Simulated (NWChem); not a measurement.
System: Si₂PH₆, doublet; SMILES [P]([SiH3])[SiH3]

NWChem input:

```
start job
memory heap 200 mb stack 900 mb global 1100 mb
geometry units angstroms noautoz
  Si     1.649029     0.028248     0.429608
  P      0.000000    -0.000001    -1.131359
  Si    -1.649029    -0.028248     0.429607
  H      2.963457    -0.319293    -0.212826
  H      1.745268     1.414187     1.016653
  H      1.379692    -0.940056     1.554377
  H     -1.745267    -1.414187     1.016654
  H     -2.963456     0.319291    -0.212829
  H     -1.379694     0.940058     1.554375
end
basis spherical
  * library def2-tzvp
end
dft
  odft
  mult 2
  xc b3lyp
  iterations 150
  mulliken
end
task dft energy
```

Coordinates come from a PBE-D3(BJ)/def2-SVP, spin-unrestricted optimisation. No stability test was run on the SCF state.

Task: Predict the main results of this run. (B3LYP/def2-TZVP, spin-unrestricted.) Quantities: basis functions; energy (Ha); highest occupied level (eV); lowest empty minus highest occupied level, either spin (eV); dipole (D); <S²>.

Result: 
| Item | Value |
|---|---|
| number of basis functions | 147 |
| energy (Ha) | -924.01 |
| highest occupied level (eV) | -6.89 |
| lowest empty minus highest occupied level, either spin (eV) | 2.96 |
| dipole (D) | 0.42 |
| <S²> | 0.755 |
